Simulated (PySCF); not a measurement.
BFO, SMILES O=BF.

Coordinates come from a PBE0-D3(BJ)/def2-TZVP optimisation.

Two levels are set side by side: TDA-PBE/def2-TZVPD (PySCF) and EOM-CCSD/aug-cc-pVDZ (PySCF). Vertical, same geometry; the bases differ. Differences are taken from unrounded values.

| quantity | EOM-CCSD |
|---|---|
| lowest singlet excitation (eV) | 8.20 |
| lowest triplet excitation (TDA for PBE) (eV) | 7.80 |

### Question
What does TDA-PBE give, and how far is it from EOM-CCSD? (The exact figures need the calculation; the answer reports its results.)

### Answer

```tsv
quantity	TDA-PBE	TDA-PBE minus EOM-CCSD
lowest singlet excitation (eV)	7.32	-0.87
lowest triplet excitation (TDA for PBE) (eV)	6.91	-0.89
```

A lower first singlet is the usual sign of a functional without exact exchange. Differences between two approximate levels are no errors against the true value.

Rough cost on one machine, each run with all the roots and properties that it gave: EOM-CCSD against TDA-PBE about 5 times.
